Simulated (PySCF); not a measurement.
## NaHg⁺: energy against distance

Set-up: basis Na def2-SVP, Hg def2-SVP with ECP60; scalar-relativistic core potentials; PySCF 2.14. Energies in eV from Na⁺ + Hg in their ground configurations at the same level. State: ¹Σ⁺ (singlet), closed shell.

```csv
R (Å),B97-3,RHF-CCSD(T)
2.663,-0.1410,
2.787,-0.2311,-0.2310
2.911,-0.2811,-0.2864
3.004,-0.3003,-0.3082
3.097,-0.3087,-0.3178
3.190,-0.3090,-0.3183
3.314,-0.3010,-0.3089
3.469,-0.2828,-0.2871
3.655,-0.2553,-0.2539
3.902,-0.2166,
```

Task: Put a parabola through the three lowest points of the B97-3 curve and estimate Re, k and ωe (reduced mass 20.64 u; 1 eV/Å² = 0.16022 mdyn/Å; ωe = 1302.8·√(k/μ) cm⁻¹).

Result: Through R = 3.097, 3.19, 3.314 Å the second-order coefficient is 0.312 eV/Å², so Re ≈ 3.149 Å, k ≈ 0.100 mdyn/Å and ωe ≈ 91 cm⁻¹. A polynomial fit of higher order to the unrounded B97-3 energies gives Re = 3.147 Å, k = 0.122 mdyn/Å, ωe = 100.0 cm⁻¹; anharmonicity and rounding make the difference.

The higher-order fit for each curve: B97-3: Re = 3.147 Å, ωe = 100.0 cm⁻¹, De = 0.310 eV; RHF-CCSD(T): Re = 3.148 Å, ωe = 108 cm⁻¹, De = 0.319 eV.

Correlated steps freeze 1 core orbital. Closed-shell solutions of metal pairs were not tested for spin polarisation, which can lower them a little. The bond is weak. Basis-set superposition, not corrected here, can be much of De in a small basis, most of all at correlated wavefunction levels. Spin–orbit coupling is left out. For an ion De counts to the pair picked by the measured ionisation energies or electron affinities, which need not be the lowest pair at this level.
